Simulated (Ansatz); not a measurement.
Ansatz (a program for electronic structure) input (PBE/3-21G): A basis named .json is the Basis Set Exchange file of that set (core-valence sets with the plain set on hydrogen).

Ansatz 0.2 input:
```yaml
crystal:
  periodic: [false, false, false]
  atoms:
    - {symbol: O, position_ang: [0.00000000, 0.00000000, 0.00000000]}
basis:
  gaussian:
    orbitals: 3-21G.json
hamiltonian:
  xc: {name: PBE}
magnetization: {spin_polarized: true, initial_magnetization: 2}
scf: {lower_state_search: full}
```

Output:

```
Functional definition: PBE
integrals: 0.00 GiB planned
88 factors; their error is unknown
mean field: 0.04 GiB planned
mean field evaluation 1: about -2029.0851 eV, gradient 5.5e0 eV
mean field evaluation 2: about -2029.1301 eV, gradient 3.8e0 eV
mean field evaluation 4: about -2029.1718 eV, gradient 7.1e-2 eV
mean field evaluation 8: about -2029.1670 eV, gradient 1.3e-4 eV
mean field evaluation 16: about -2029.1670 eV, gradient 1.8e-2 eV
mean field evaluation 32: about -2029.1668 eV, gradient 5.1e-2 eV
mean field -2029.16699726 eV, -74.5705117305 hartree, gradient 5.2e-7 eV, S^2 2.000386; 6 other end points of the search recorded, 0 dependent functions left out
reference -2029.16700300 eV, -74.5705119414 hartree; 5, 3 occupied and 4, 6 virtual orbitals, 88 factors
Total energy: -2029.16700300 eV, -74.5705119414 hartree
```
